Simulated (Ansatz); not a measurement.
Molecule: MnH, charge 0, multiplicity 7. The spin state was set by rule; other spins were not relaxed. 
Geometry from a B3LYP-D3(BJ)/def2-TZVP (Ansatz, a program for electronic structure) optimisation:
```
Mn
H 1 1.7521
```
Charge 0, spin multiplicity 7.

Property: vertical electron affinity (to the sextet state of charge -1; a negative value means that the extra electron is unbound and the number depends on the basis; each state is the SCF solution reached for its spin; the UHF <S^2> is 9.29 for the sextet (pure: 8.75); for the sextet T1 is 0.115), in eV. Correlated levels leave the core frozen unless marked. UHF or UKS for open shells. Spin-orbit coupling is left out. The frozen core is the preceding noble-gas configuration, with the filled d and f shells of earlier blocks. Non-relativistic. Anions need diffuse functions: def2-D sets add few. CBS(X,Y): correlation extrapolated as X^-3; Hartree-Fock from the larger set.

```json
[
 {"level": "SVWN5/def2-TZVPD", "program": "Ansatz", "vertical electron affinity (eV)": "1.11"},
 {"level": "PBE/def2-TZVPD", "program": "Ansatz", "vertical electron affinity (eV)": "0.88"},
 {"level": "r2SCAN/def2-TZVPD", "program": "Ansatz", "vertical electron affinity (eV)": "0.61"},
 {"level": "B3LYP/def2-TZVPD", "program": "Ansatz", "vertical electron affinity (eV)": "0.91"},
 {"level": "PBE0/def2-TZVPD", "program": "Ansatz", "vertical electron affinity (eV)": "0.59"},
 {"level": "BHLYP/def2-TZVPD", "program": "Ansatz", "vertical electron affinity (eV)": "0.60"},
 {"level": "CAM-B3LYP/def2-TZVPD", "program": "Ansatz", "vertical electron affinity (eV)": "0.83"},
 {"level": "wB97M-V/def2-TZVPD", "program": "Ansatz", "vertical electron affinity (eV)": "0.83"},
 {"level": "wB97X-V/def2-TZVPD", "program": "Ansatz", "vertical electron affinity (eV)": "0.75"},
 {"level": "wB97X/def2-TZVPD", "program": "Ansatz", "vertical electron affinity (eV)": "1.12"},
 {"level": "CCSD/def2-SVPD", "program": "Ansatz", "vertical electron affinity (eV)": "0.30"},
 {"level": "CCSD/def2-TZVPPD", "program": "Ansatz", "vertical electron affinity (eV)": "0.52"},
 {"level": "CCSD/def2-QZVPPD", "program": "Ansatz", "vertical electron affinity (eV)": "0.62"},
 {"level": "CCSD/CBS(def2-TZVPPD,def2-QZVPPD)", "program": "Ansatz", "vertical electron affinity (eV)": "0.63"},
 {"level": "CCSD(T)/def2-SVPD", "program": "Ansatz", "vertical electron affinity (eV)": "0.34"},
 {"level": "CCSD(T)/def2-TZVPPD", "program": "Ansatz", "vertical electron affinity (eV)": "0.60"},
 {"level": "CCSD(T)/def2-QZVPPD", "program": "Ansatz", "vertical electron affinity (eV)": "0.71"},
 {"level": "CCSD(T)/CBS(def2-TZVPPD,def2-QZVPPD)", "program": "Ansatz", "vertical electron affinity (eV)": "0.73"}
]
```
